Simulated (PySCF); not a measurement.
## ScSi: frontier orbitals

r²SCAN at R = 2.501 Å; Sc def2-TZVPP, Si def2-TZVPP; no relativity (PySCF 2.14). State: ⁴Σ⁻ (quartet), unpaired electrons σ ↑, π ↑↑. Only the outer orbitals are listed, counted within each symmetry.

```json
{"spin": "α", "orbital": "3π", "occ.": "1", "ε (eV)": "-34.71", "on Sc (%)": "100", "main shells (%)": "100 Sc p"}
{"spin": "α", "orbital": "3π", "occ.": "1", "ε (eV)": "-34.71", "on Sc (%)": "100", "main shells (%)": "100 Sc p"}
{"spin": "α", "orbital": "8σ", "occ.": "1", "ε (eV)": "-34.44", "on Sc (%)": "99", "main shells (%)": "100 Sc p"}
{"spin": "α", "orbital": "9σ", "occ.": "1", "ε (eV)": "-11.13", "on Sc (%)": "13", "main shells (%)": "86 Si s"}
{"spin": "α", "orbital": "10σ", "occ.": "1", "ε (eV)": "-5.01", "on Sc (%)": "39", "main shells (%)": "55 Si p, 32 Sc s"}
{"spin": "α", "orbital": "4π", "occ.": "1", "ε (eV)": "-4.89", "on Sc (%)": "36", "main shells (%)": "62 Si p, 27 Sc d, 8 Sc p"}
{"spin": "α", "orbital": "4π", "occ.": "1", "ε (eV)": "-4.89", "on Sc (%)": "36", "main shells (%)": "62 Si p, 27 Sc d, 8 Sc p"}
{"spin": "α", "orbital": "11σ", "occ.": "1", "ε (eV)": "-4.19", "on Sc (%)": "94", "main shells (%)": "57 Sc d, 35 Sc s"}
{"spin": "α", "orbital": "1δ", "occ.": "0", "ε (eV)": "-3.47", "on Sc (%)": "100", "main shells (%)": "100 Sc d"}
{"spin": "α", "orbital": "1δ", "occ.": "0", "ε (eV)": "-3.47", "on Sc (%)": "100", "main shells (%)": "100 Sc d"}
{"spin": "α", "orbital": "5π", "occ.": "0", "ε (eV)": "-2.55", "on Sc (%)": "85", "main shells (%)": "65 Sc d, 20 Sc p, 14 Si p"}
{"spin": "β", "orbital": "3π", "occ.": "1", "ε (eV)": "-34.09", "on Sc (%)": "100", "main shells (%)": "100 Sc p"}
{"spin": "β", "orbital": "3π", "occ.": "1", "ε (eV)": "-34.09", "on Sc (%)": "100", "main shells (%)": "100 Sc p"}
{"spin": "β", "orbital": "8σ", "occ.": "1", "ε (eV)": "-33.05", "on Sc (%)": "99", "main shells (%)": "99 Sc p"}
{"spin": "β", "orbital": "9σ", "occ.": "1", "ε (eV)": "-9.35", "on Sc (%)": "16", "main shells (%)": "84 Si s"}
{"spin": "β", "orbital": "10σ", "occ.": "1", "ε (eV)": "-4.21", "on Sc (%)": "51", "main shells (%)": "45 Si p, 32 Sc s, 12 Sc d"}
{"spin": "β", "orbital": "4π", "occ.": "0", "ε (eV)": "-3.05", "on Sc (%)": "56", "main shells (%)": "53 Sc d, 44 Si p"}
{"spin": "β", "orbital": "4π", "occ.": "0", "ε (eV)": "-3.05", "on Sc (%)": "56", "main shells (%)": "53 Sc d, 44 Si p"}
{"spin": "β", "orbital": "11σ", "occ.": "0", "ε (eV)": "-2.74", "on Sc (%)": "81", "main shells (%)": "40 Sc s, 21 Sc p, 20 Sc d"}
```

Problem. Which are the highest filled and the lowest empty level, where do they sit, and how wide is the gap?

Solution. Highest filled α 11σ at -4.19 eV (in %: 57 Sc d, 35 Sc s); lowest empty α 1δ at -3.47 eV (in %: 100 Sc d); the gap at r²SCAN is 0.72 eV.

```
bond order (Mayer)                               : 2.19
⟨S²⟩                                             : 3.828
charge on Sc (Mulliken, basis-dependent)         : 0.16
charge on Sc (Löwdin, basis-dependent)           : -0.34
dipole moment (positive dipole means Sc(−)Si(+)) : -3.57 D
```

With d or f electrons several states lie close, and the lowest PBE0 determinant need not be the measured ground state.
